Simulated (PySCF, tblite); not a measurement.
Compound: C₅H₁₄N₂Si₂.
Atom-mapped SMILES: `[CH2:1]=[CH:2][CH2:3][N:4]1[SiH2:5][CH2:6][NH:7][Si@H:8]1[CH3:9]` (hydrogens: H10, H11 on C1; H12 on C2; H13, H14 on C3; H15, H16 on Si5; H17, H18 on C6; H19 on N7; H20 on Si8; H21, H22, H23 on C9)

Geometry (GFN2-xTB, Å), atoms numbered from 1 in this order:
```
atom  x, y, z in Å
C1     2.6236    1.5154   -1.0705
C2     1.9538    1.1359    0.0009
C3     1.6840   -0.2883    0.3784
N4     0.2746   -0.5243    0.5878
Si5   -0.4848   -0.3498    2.1193
C6    -2.2399   -0.8273    1.5586
N7    -2.2758   -0.6894    0.1165
Si8   -0.8050   -0.8206   -0.7526
C9    -0.7446    0.4497   -2.1545
H10    2.7821    2.5531   -1.3124
H11    3.0540    0.7975   -1.7503
H12    1.5208    1.8638    0.6737
H13    2.0547   -0.9555   -0.4055
H14    2.2192   -0.5185    1.3073
H15   -0.4326    1.0134    2.6706
H16    0.0800   -1.2982    3.0882
H17   -3.0018   -0.1829    2.0046
H18   -2.4772   -1.8525    1.8664
H19   -3.1538   -0.9556   -0.2991
H20   -0.4458   -2.1588   -1.2728
H21   -0.9877    1.4494   -1.8092
H22   -1.4470    0.1863   -2.9381
H23    0.2447    0.4841   -2.5974
```

Theory: PBE0/pcSseg-1 in PySCF (dipole) on a GFN2-xTB geometry, gas phase.

Masses are those of the commonest isotopes; rigid-rotor values at the optimised geometry. The values belong to one conformer with, in the numbering `[CH2:1]=[CH:2][CH2:3][N:4]1[SiH2:5][CH2:6][NH:7][Si@H:8]1[CH3:9]`, C1–C2–C3–N4 -126°, C2–C3–N4–Si5 -91°, C3–N4–Si5–C6 180°, N4–Si5–C6–N7 -18°, Si5–C6–N7–Si8 25°, C6–N7–Si8–C9 -140°.

Question: What are A, B and C (MHz)?

Answer: Ia = 301.17, Ib = 526.62, Ic = 738.68 u·Å²; 505379 MHz·u·Å²/I gives A = 1678, B = 959.7, C = 684.2 MHz.

Question: What kind of rotor is it?

Answer: An asymmetric top; Ray's κ = -0.446.

Question: Is it planar, by Δ = Ic − Ia − Ib?

Answer: Not planar: Δ = Ic − Ia − Ib = -89.12 u·Å². For a rigid frame Δ = −2 Σ m c², so Σ m c² = 44.56 u·Å² lies off the ab plane: 18.35 from hydrogen and 26.21 from heavier atoms. The atom farthest from that plane is 1.93 Å away.

Question: Give the other two planar moments, Paa and Pbb, and the rms extents of the mass along the axes.

Answer: Paa = Σ m a² = (Ib + Ic − Ia)/2 = 482.06 and Pbb = Σ m b² = (Ia + Ic − Ib)/2 = 256.61 u·Å². With the mass M = 158.07 u, the rms extents √(P/M) along a, b and c are 1.75, 1.27, 0.53 Å.

Question: Where do the levels up to J = 3 lie, in MHz?

Answer: Above 0(0,0):
J = 1: 1(0,1) 1644, 1(1,1) 2362, 1(1,0) 2638
J = 2: 2(0,2) 4866, 2(1,2) 5374, 2(1,1) 6201, 2(2,1) 8356, 2(2,0) 8421
J = 3: 3(0,3) 9558, 3(1,3) 9856, 3(1,2) 11499, 3(2,2) 13287, 3(2,1) 13593, 3(3,1) 17605, 3(3,0) 17615

Question: Which types of transition are allowed, and where do some lines up to J = 2 fall?

Answer: The dipole components are |μa| = 0.50 D, |μb| = 0.41 D, |μc| = 0.13 D. The squared components, which scale the intensities, stand as 1.00 : 0.66 : 0.07 (a : b : c). Some lines, for components of 0.1 D or more:

| type | branch | J(Ka,Kc) | MHz | lower level (cm⁻¹) |
| --- | --- | --- | --- | --- |
| c | Q | 1(1,1) ← 1(0,1) | 718 | 0.055 |
| a | Q | 2(1,1) ← 2(1,2) | 826 | 0.179 |
| c | Q | 2(2,1) ← 2(1,1) | 2155 | 0.207 |
| b | Q | 2(2,0) ← 2(1,1) | 2220 | 0.207 |
| b | R | 1(1,1) ← 0(0,0) | 2362 | 0.000 |
| c | R | 1(1,0) ← 0(0,0) | 2638 | 0.000 |
| b | Q | 2(2,1) ← 2(1,2) | 2982 | 0.179 |
| a | R | 2(0,2) ← 1(0,1) | 3222 | 0.055 |
| b | R | 2(1,2) ← 1(0,1) | 3731 | 0.055 |
| c | R | 2(1,1) ← 1(0,1) | 4557 | 0.055 |
| b | R | 2(2,1) ← 1(1,0) | 5718 | 0.088 |
| c | R | 2(2,1) ← 1(1,1) | 5994 | 0.079 |

Question: Estimate the classical rotational partition function at 50 K, 200 K and 500 K.

Answer: Point group C1, symmetry number σ = 1; q = (√π/σ)·√((kT/h)³/(ABC)), k/h = 20836.6 MHz/K: 56800 at 50 K, 454000 at 200 K, 1800000 at 500 K.

Its GFN2-xTB frequencies are all real (lowest 43 cm⁻¹). Constants of a rigid frame at the computed geometry: no zero-point averaging, no centrifugal distortion. A rigid rotor knows nothing of inversion at nitrogen or internal rotation, which can split or shift real lines. Quadrupole hyperfine structure (14N) is left out.
